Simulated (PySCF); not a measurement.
**Static response to an electric field**

C4HF4PS.
Cartesian coordinates in Å at the GFN2-xTB level; atoms count from 1:
```
atom  x, y, z in Å
F1    -0.4220    2.2203    0.2333
C2     0.3463    1.1364    0.0895
P3     2.1144    1.2891    0.0151
C4     2.2786   -0.4016   -0.1542
S5     0.8952   -1.4053   -0.1807
C6    -0.2132   -0.1067   -0.0036
C7    -1.6814   -0.3831    0.0438
F8    -2.3601    0.2933   -0.8937
F9    -2.2271   -0.0519    1.2243
F10   -1.9493   -1.6823   -0.1501
H11    3.2240   -0.9055   -0.2496
```

Level: B3LYP/def2-SVPD (PySCF), static field, nuclei fixed, core orbitals frozen in the response. The polarisability tensor in these axes (au):

```
x   105.07   7.34  -1.53
y     7.34 102.81   3.61
z    -1.53   3.61  61.45
```

Problem. Give the principal values, the mean and the anisotropy Δα = √{½[(α1 − α2)² + (α2 − α3)² + (α1 − α3)²]}.

Solution. Principal values 61.03, 96.91 and 111.39 au; mean 89.78 au = 13.30 Å³ = 14.80 × 10⁻⁴⁰ C²·m²/J; Δα = 44.91 au (50 % of the mean).

Problem. What is the dipole moment, and where does it point?

Solution. (2.84, -1.29, -0.28) D, 3.13 D in size, pointing from the negative to the positive side. Measured along this direction, the outermost atoms are F8 and F9 at the negative end and H11 at the positive end.

Problem. In TDDFT the mean static polarisability is Σ f/ω² over all singlet excitations (ω in hartree). How much of it do the 8 lowest give? Their energies (eV) and oscillator strengths: 4.77, 0.0695; 5.09, 0.0614; 5.27, 0.0044; 5.48, 0.0003; 5.75, 0.0024; 5.99, 0.1439; 6.47, 0.1810; 6.62, 0.0092.

Solution. They add up to 10.51 au, 11.7 % of the 89.78 au; the largest single term is 3.20 au, from the state at 6.47 eV. Terms in order: 2.26, 1.75, 0.12, 0.01, 0.05, 2.97, 3.20, 0.15 au. Higher excitations give the rest. The strengths listed sum to 0.472.

Problem. In a dilute gas of rigid molecules at 350 K, how does the orientational term μ²/3kT compare with the electronic polarisability?

Solution. In Gaussian units μ²/3kT = 67.73 Å³ against 13.30 Å³, a ratio of 5.09; the Debye molar polarisation (4π/3)N_A(α + μ²/3kT) is 204.4 cm³/mol, leaving out the vibrational part.

Problem. Give the eigenvalues of the traceless quadrupole moment Θ = ½Σq(3rr − r²1), origin at the centre of nuclear charge.

Solution. -4.18, -1.59, 5.77 D·Å. The values depend on the origin, since the dipole doesn't vanish. The electronic extent ⟨r²⟩ about the same centre is 1685 bohr², a root-mean-square distance of 2.26 Å for the 92 electrons.

Problem. Find the Langevin capture rate constant for NO+ (29.998 u) meeting this molecule (187.947 u), k = 2.342 × 10⁻⁹ cm³/s × √(α in Å³ / reduced mass in u).

Solution. The reduced mass is 25.87 u, so k = 1.68 × 10⁻⁹ cm³/s. The formula leaves out the permanent dipole, which adds to the capture rate.

Isolated species at its GFN2-xTB geometry, gas phase.
